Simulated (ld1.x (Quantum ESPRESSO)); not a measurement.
Before and after: TM potential for boron

B (Z = 5), norm-conserving Troullier–Martins (Kleinman–Bylander form), made with ld1.x (Quantum ESPRESSO) 7.5 (BLYP, non-relativistic). Core [He], reference 2s2 2p1. Waves: 2p (bound): rc 2.20 bohr; 2s (bound): rc 1.15 bohr. Local part: the s channel. Core correction: Bessel-smoothed model core inside 0.60 bohr.

Change: all radii but the core radius scaled by about 1.34 (s 1.54, p 2.96 bohr).

Cutoffs: the cutoffs (Ry, on a coarse ladder) from which the occupation-weighted sum of valence levels, in a spherical-Bessel basis at the reference potential, stays within 10 and 1 mRy of its value at 400 Ry; they do not see the model core or the augmentation charge, which bear on the density cutoff. Errors are all-electron minus pseudo energies relative to the spin-unpolarised reference configuration.

Task: How do hardness, ghosts and transferability respond?

Result: The potential gets softer (21 Ry and 55 Ry → 18 Ry and 50 Ry); of the 7 tests that both files solve, the error grows in 7 and shrinks in 0 by more than 15 % and 0.3 meV (median size 3.3 → 47.0 meV); neither file shows a bound ghost. A larger radius leaves more room for a smooth pseudo-wave, so fewer plane waves are needed. More of the atom is replaced by a form fitted at one configuration, so other configurations suffer.

| quantity | base | changed |
| --- | --- | --- |
| cutoff, loose | 21 Ry | 18 Ry |
| cutoff, tight | 55 Ry | 50 Ry |
| loose cutoff by channel (10 mRy a level) | p 18 Ry, s 18 Ry | p 12 Ry, s 18 Ry |
| bound ghosts | none | none |
| error for 2s2 2p0, meV [ΔE 8.18 eV] | +26 | +90 |
| error for 2s1 2p0, meV [ΔE 33.52 eV] | +95 | +270 |
| error for 2s2 2p0.5, meV [ΔE 2.86 eV] | +3.3 | +13 |
| error for 2s1 2p2, meV [ΔE 5.78 eV] | 0.0 | -16 |
| error for 2s2 2p1.3, meV [ΔE -0.72 eV] | +0.2 | +1.2 |
| error for 2s0 2p3, meV [ΔE 11.58 eV] | +2.4 | -60 |
| error for 2s1 2p1, meV [ΔE 14.22 eV] | -8.8 | -47 |
